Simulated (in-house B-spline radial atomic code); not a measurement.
A fraction x of an electron is removed from 4d in Pd IV (Pd3+), starting from [Kr] 4d7 and keeping the highest spin. Computed with an all-electron radial atomic-structure program (B-spline basis): scalar-relativistic (X2C) PBE0, spin-polarised, spherical fractional occupations, Fermi nucleus of rms radius 4.5318 fm.

Caution: exact exchange at fractional occupations of open shells leaves self-interaction of up to several eV.

| x | E(x) - E(0) (eV) | 4d down level (eV) |
| --- | --- | --- |
| 0 | 0.0000 | -39.745 |
| 0.02 | 0.7976 | -40.015 |
| 0.23 | 9.5005 | -42.877 |
| 0.34 | 14.3002 | -44.393 |
| 0.41 | 17.4417 | -45.365 |
| 0.5 | 21.5810 | -46.620 |
| 0.62 | 27.2765 | -48.307 |
| 0.68 | 30.2003 | -49.155 |
| 0.85 | 38.7622 | -51.577 |
| 0.99 | 46.1238 | -53.591 |
| 1 | 46.6604 | -53.736 |

The exact functional would give a straight line between the two integer points. Deviations E(x) - E(0) - x[E(1) - E(0)], in eV: -0.136 at x = 0.02, -1.231 at x = 0.23, -1.564 at x = 0.34, -1.689 at x = 0.41, -1.749 at x = 0.5, -1.653 at x = 0.62, -1.529 at x = 0.68, -0.899 at x = 0.85, -0.07 at x = 0.99.

The curve lies below the straight line by up to 1.749 eV (at x = 0.5): convex, the delocalisation error, to which spherically averaged exact exchange adds.

How well does Slater's transition state (minus the level at half occupation) give the ionisation energy?

It gives 46.620 eV against 46.660 eV from the two total energies; NIST lists 46.00 eV, ground level to ground level. The end point has an open shell averaged over its orbitals, so its exact exchange keeps a self-interaction and this is no true integer point.
